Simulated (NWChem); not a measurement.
# CH4AlFSe; SMILES [CH3][Al]([F])[SeH]

```xyz
8

Al     0.0511    -0.9641     0.0000
F      1.5835    -1.6245     0.0000
C     -1.4951    -2.1327     0.0000
H     -1.4752    -2.7889    -0.8858
H     -2.4511    -1.5879     0.0000
H     -1.4752    -2.7889     0.8858
Se     0.0265     1.3456     0.0000
H     -1.4457     1.3649     0.0000
```
Atoms are numbered in this order, from 1.

Results from NWChem. The geometry was optimised at PBE0/def2-SVP.

Estimate the computed values for PBE0/def2-TZVP. Quantities: highest occupied level (eV); orbital gap (eV); dipole (D).


| Quantity | Result |
|---|---|
| highest occupied level (eV) | -7.45 |
| orbital gap (eV) | 6.92 |
| dipole (D) | 2.43 |
